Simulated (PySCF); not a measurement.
## Correlation energy of Kr⁺ (krypton, charge +1)

[Ar] 3d10 4s2 4p5, 2P determinant. All numbers are calculated (PySCF 2.14, the spin-free X2C one-electron Hamiltonian (Gaussian nucleus), in cc-pVDZ-DK (5s4p2d, 27 functions)). Frozen: [Ar] 3d10; 7 electrons correlated.

MP2 pair energies summed by pair of shells (mhartree):

| pair | energy | share (%) |
| --- | --- | --- |
| 4p-4p | -63.84 | 68.1 |
| 4s-4p | -24.64 | 26.3 |
| 4s-4s | -5.21 | 5.6 |

Total MP2 correlation energy: -93.69 mhartree.

Same-spin part -23.99 and opposite-spin part -69.70 mhartree; SCS-MP2 scales them by 1/3 and 6/5 to -91.64 mhartree.

```csv
level,correlation energy (mhartree)
CCSD,-107.50
(T),-0.81
CCSD(T),-108.31
```

Diagnostics: T1 = 0.0045, D1 = 0.0155, largest double amplitude 0.049.

Cost of the coupled-cluster step: 0.06 s of wall time on 1 thread of Neoverse-V2 (shared host), for 7 correlated electrons.

Iterations:

```
CC2 = 0
CCSD nocc = (np.int64(4), np.int64(3)), nmo = (13, 13)
frozen orbitals [[0, 1, 2, 3, 4, 5, 6, 7, 8, 9, 10, 11, 12, 13], [0, 1, 2, 3, 4, 5, 6, 7, 8, 9, 10, 11, 12, 13]]
max_cycle = 100
direct = 0
conv_tol = 1e-08
conv_tol_normt = 1e-06
diis_space = 8
diis_start_cycle = 0
Init t2, MP2 energy = -0.0936912881021641
Init E_corr(UCCSD) = -0.0936912881048732
cycle = 1  E_corr(UCCSD) = -0.104908856587099  dE = -0.0112175685  norm(t1,t2) = 0.0279642
cycle = 2  E_corr(UCCSD) = -0.1067836153204  dE = -0.00187475873  norm(t1,t2) = 0.00808075
cycle = 3  E_corr(UCCSD) = -0.107511528568692  dE = -0.000727913248  norm(t1,t2) = 0.00286641
cycle = 4  E_corr(UCCSD) = -0.107498377494036  dE = 1.31510747e-05  norm(t1,t2) = 0.0002399
cycle = 5  E_corr(UCCSD) = -0.107500134473435  dE = -1.7569794e-06  norm(t1,t2) = 5.42208e-05
cycle = 6  E_corr(UCCSD) = -0.107499924190282  dE = 2.10283153e-07  norm(t1,t2) = 9.8086e-06
cycle = 7  E_corr(UCCSD) = -0.107499966322289  dE = -4.21320066e-08  norm(t1,t2) = 1.56177e-06
cycle = 8  E_corr(UCCSD) = -0.107499957364628  dE = 8.9576614e-09  norm(t1,t2) = 2.25194e-07
UCCSD converged
E(UCCSD) = -2787.676759892123  E_corr = -0.1074999573646275
UCCSD(T) correction = -0.00081118665669053
```
